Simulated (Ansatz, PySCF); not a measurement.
Species: sum formula LiOH, net charge 0, singlet state. 
Coordinates optimised at B3LYP-D3(BJ)/def2-TZVP (Ansatz, a quantum-chemistry and plane-wave program):
```xyz
3

Li     0.0000     0.0000    -1.2587
O      0.0000     0.0000     0.3139
H      0.0000     0.0000     1.2652
```
Charge 0, spin multiplicity 1.

Property: vertical ionisation energy (to the doublet state of charge +1; each state is the SCF solution reached for its spin), in eV. Cores are frozen in the correlated levels unless marked. Open shells are spin-unrestricted. No spin-orbit coupling. Non-relativistic. CBS(X,Y): correlation extrapolated as X^-3; Hartree-Fock from the larger set.

```csv
level,program,vertical ionisation energy (eV)
PBE/def2-TZVPD,Ansatz,9.44
r2SCAN/def2-TZVPD,Ansatz,9.12
BHLYP/def2-TZVPD,Ansatz,8.88
CAM-B3LYP/def2-TZVPD,Ansatz,9.36
wB97M-V/def2-TZVPD,Ansatz,9.25
wB97X-V/def2-TZVPD,Ansatz,9.23
CCSD/def2-SVPD,Ansatz,9.03
"CCSD/CBS(def2-TZVPPD,def2-QZVPPD)",Ansatz,9.14
CCSD(T)/def2-SVPD,Ansatz,9.12
```

For comparison, minus the highest occupied orbital energy (PySCF): 4.74 eV at M06-L/def2-TZVPD, 4.82 eV at TPSS/def2-TZVPD, 10.32 eV at HF/def2-TZVPD.
